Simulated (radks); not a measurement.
Valence configurations of I I (all share [Kr]). All-electron calculation, scalar-relativistic Kohn-Sham, LDA (Slater exchange, Perdew-Wang correlation), spin-polarised, spherical densities, finite nucleus; open shells are filled with parallel spins first (spin-orbit coupling, left out, can overturn this in heavy ions); Fermi nuclear charge, rms radius 4.75 fm. Program: a radial shooting solver on a logarithmic mesh with Libxc functionals. Energies are relative to 4d10 5s2 5p5; eigenvalues in eV for spin up.

4d10 5s2 5p5: E (eV) 0.000; moment (Bohr magnetons) 1; e(4d) -50.374; e(5p) -7.478; e(5s) -17.896
4d9 5s2 5p6: E (eV) 45.678; moment (Bohr magnetons) 1; e(4d) -57.256; e(5p) -8.352; e(5s) -19.576
4d10 5s1 5p6: E (eV) 10.469; moment (Bohr magnetons) 1; e(4d) -51.744; e(5p) -8.032; e(5s) -18.716
4d10 5s1.5 5p5.5: E (eV) 5.218; moment (Bohr magnetons) 1; e(4d) -51.063; e(5p) -7.757; e(5s) -18.309
4d9.5 5s2 5p5.5: E (eV) 22.239; moment (Bohr magnetons) 1; e(4d) -53.814; e(5p) -7.919; e(5s) -18.745
4d9.5 5s1.5 5p6: E (eV) 27.637; moment (Bohr magnetons) 1; e(4d) -54.483; e(5p) -8.189; e(5s) -19.143

NIST lists [Kr] 4d10 5s2 5p5 as the ground configuration; this level of theory agrees among the configurations tried. The energies are those of spherical high-spin densities, not of single terms.
